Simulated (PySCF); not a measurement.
Isomers of C4H4F4O2, one GFN2-xTB conformer each. Single-point energies are computed at PBE0/pcSseg-1 (PySCF, gas phase, no added dispersion term), electronic only.

```
                    SMILES  GFN2-xTB relative energy (kcal/mol)
F[C@@H]1CO[C@@H]1OC(F)(F)F                                  0.0
FC(F)O[C@@H]1O[C@@H]1C(F)F                                  9.4
```

Conformers: `[F:1][C@@H:2]1[CH2:3][O:4][C@@H:5]1[O:6][C:7]([F:8])([F:9])[F:10]` with O4–C5–O6–C7 79°, F1–C2–C3–O4 -126°, C2–C3–O4–C5 10°, C3–O4–C5–O6 102°, F1–C2–C5–O4 126°; `[F:1][CH:2]([F:3])[O:4][C@@H:5]1[O:6][C@@H:7]1[CH:8]([F:9])[F:10]` with F1–C2–O4–C5 -72°, C2–O4–C5–O6 -75°, O6–C7–C8–F9 -150°.

Question: What does PBE0/pcSseg-1 give for the same structures?

Answer: 
```csv
SMILES,PBE0/pcSseg-1 E (Eh),PBE0/pcSseg-1 (kcal/mol),GFN2-xTB (kcal/mol),point group
F[C@@H]1CO[C@@H]1OC(F)(F)F,-703.85245,0.0,0.0,C1
FC(F)O[C@@H]1O[C@@H]1C(F)F,-703.84002,7.8,9.4,C1
```

Both levels put the same isomer lowest. As drawn, the lower has a four-membered ring, which the higher lacks; the higher has a three-membered ring, which the lower lacks.

Question: Which frontier levels, dipoles and rotational constants go with these structures?

Answer: 
```
                    SMILES  HOMO (eV, PBE0/pcSseg-1)  LUMO (eV)  dipole (D)       A, B, C (MHz)
F[C@@H]1CO[C@@H]1OC(F)(F)F                     -8.75       0.96        3.60  2542, 877.8, 774.1
FC(F)O[C@@H]1O[C@@H]1C(F)F                     -9.24       1.22        1.89  2761, 651.9, 596.6
```
